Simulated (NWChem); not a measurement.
System meant: TaCl$_{4}$ cation; SMILES [Cl][Ta+]([Cl])([Cl])[Cl]

Input file for NWChem:

```
start job
memory heap 200 mb stack 900 mb global 1100 mb
charge 1
geometry units angstroms noautoz
  Ta    -0.000006     0.000000     0.000001
  Cl     1.138741     0.918968    -1.668989
  Cl     1.416027    -0.772645     1.524684
  Cl    -1.320923     1.526357     0.923149
  Cl    -1.233833    -1.672677    -0.778851
end
basis spherical
  Ta library def2-svp
  Cl library def2-svp
end
ecp
  Ta library def2-ecp
end
dft
  odft
  mult 2
  xc xpbe96 cpbe96
  iterations 150
  mulliken
end
task dft energy
```

End of the output:

```
 ==============================================================================
                                 internuclear angles
 ------------------------------------------------------------------------------
        center 1       |       center 2       |       center 3       |  degrees
 ------------------------------------------------------------------------------
    2 Cl               |   1 Ta               |   3 Cl               |   109.47
    2 Cl               |   1 Ta               |   4 Cl               |   109.47
    2 Cl               |   1 Ta               |   5 Cl               |   109.47
    3 Cl               |   1 Ta               |   4 Cl               |   109.47
    3 Cl               |   1 Ta               |   5 Cl               |   109.47
    4 Cl               |   1 Ta               |   5 Cl               |   109.47
 ------------------------------------------------------------------------------
                            number of included internuclear angles:          6
 ==============================================================================

 Summary of "ao basis" -> "" (spherical)
 ------------------------------------------------------------------------------
       Tag                 Description            Shells   Functions and Types
 ---------------- ------------------------------  ------  ---------------------
 Ta                         def2-svp                12       32   6s3p2d1f
 Cl                         def2-svp                 8       18   4s3p1d

 Summary of "ao basis" -> "ao basis" (spherical)
 ------------------------------------------------------------------------------
       Tag                 Description            Shells   Functions and Types
 ---------------- ------------------------------  ------  ---------------------
 Ta                         def2-svp                12       32   6s3p2d1f
 Cl                         def2-svp                 8       18   4s3p1d

  number of electrons :                   80
  multiplicity        :                    2
 ------------------------------------------------------------------------
  no. of electrons and multiplicity not compatible                  80
 ------------------------------------------------------------------------
 ------------------------------------------------------------------------
  current input line :
    25: task dft energy
 ------------------------------------------------------------------------
 ------------------------------------------------------------------------
 There is an error in the input file
 ------------------------------------------------------------------------
 For more information see the NWChem manual at https://nwchemgit.github.io

0: no. of electrons and multiplicity not compatible:Received an Error in Communication
```

Question: What is wrong, and how is it mended?

Answer: The input was rejected before any calculation. Cause: the multiplicity doesn't fit the number of electrons (an even count wants an odd multiplicity, and the reverse). This input runs:
```
start job
memory heap 200 mb stack 900 mb global 1100 mb
charge 1
geometry units angstroms noautoz
  Ta    -0.000006     0.000000     0.000001
  Cl     1.138741     0.918968    -1.668989
  Cl     1.416027    -0.772645     1.524684
  Cl    -1.320923     1.526357     0.923149
  Cl    -1.233833    -1.672677    -0.778851
end
basis spherical
  * library def2-svp
end
ecp
  Ta library def2-ecp
end
dft
  xc xpbe96 cpbe96
  iterations 150
  mulliken
end
task dft energy
```
It converges to -1896.50178 Ha (PBE/def2-SVP with def2 effective core potentials on Ta).
